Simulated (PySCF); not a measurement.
Two-component Hartree-Fock for Tm (thulium, neutral)

Start: [Xe] 4f12 5d1 6s2; 4f5/2 filled at m_j = -3/2, -1/2, +1/2, +3/2, +5/2; 4f7/2 filled at m_j = -5/2, -3/2, -1/2, +1/2, +3/2, +5/2, +7/2; 5d5/2 filled at m_j = +5/2. Calculated with PySCF 2.14 in x2c-TZVPall-2c with one added diffuse shell each of s, p, d, f type (12s12p11d5f1g, 147 functions): generalised Hartree-Fock with the X2C-1e Hamiltonian and a Gaussian nucleus; spin-orbit coupling (SO) screened by Boettger's factors. This is a chosen level, not necessarily the ground level.

| spinor shell | electrons | ε, screened SO (eV) | weight of nominal j (screened SO) | rms radius, screened SO (bohr) |
| --- | --- | --- | --- | --- |
| 1s1/2 | 2 | -59692.7 | 1.000 | 0.0227 |
| 2s1/2 | 2 | -10211.9 | 1.000 | 0.0917 |
| 2p1/2 | 2 | -9715.2 | 1.000 | 0.0783 |
| 2p3/2 | 4 | -8729.8 | 1.000 | 0.0852 |
| 3s1/2 | 2 | -2362.2 | 1.000 | 0.235 |
| 3p1/2 | 2 | -2143.9 | 1.000 | 0.227 |
| 3p3/2 | 4 | -1931.2 | 1.000 | 0.241 |
| 3d3/2 | 4 | -1563.1 | 1.000 | 0.214 |
| 3d5/2 | 6 | -1516.1 | 1.000 | 0.218 |
| 4s1/2 | 2 | -504.49 | 1.000 | 0.529 |
| 4p1/2 | 2 | -415.78 | 0.998 | 0.542 |
| 4p3/2 | 4 | -366.03 | 0.999 | 0.573 |
| 4d3/2 | 4 | -220.06 | 0.981 | 0.610 |
| 4d5/2 | 6 | -207.85 | 0.988 | 0.621 |
| 5s1/2 | 2 | -76.279 | 1.000 | 1.30 |
| 5p1/2 | 2 | -48.589 | 0.992 | 1.46 |
| 5p3/2 | 4 | -41.715 | 0.996 | 1.57 |
| 4f7/2 | 7 | -27.984 | 0.799 | 0.834 |
| 4f5/2 | 5 | -29.355 | 0.902 | 0.820 |
| 6s1/2 | 2 | -10.017 | 0.997 | 3.73 |
| 5d5/2 | 1 | -1.334 | 1.000 | 13.4 |

```json
{"quantity": "E (hartree)", "screened SO": "-13569.17449"}
{"quantity": "M_J", "screened SO": "17/2"}
{"quantity": "⟨J²⟩", "screened SO": "80.777"}
{"quantity": "⟨L²⟩", "screened SO": "56.263"}
{"quantity": "⟨S²⟩", "screened SO": "3.837"}
```

Each row is a mean over spinors that exchange with the open shell spreads, by up to 13.722 eV (4d5/2).

Rows whose weight is well below 1 are mixtures of j = l ± 1/2: exchange outweighs spin-orbit coupling there, and the label is only the starting occupation.

Breit and QED terms are absent; they matter most for the inner s and p1/2 levels.

Densities and radii are taken from the X2C orbitals without a picture-change correction, which distorts them close to the nucleus.
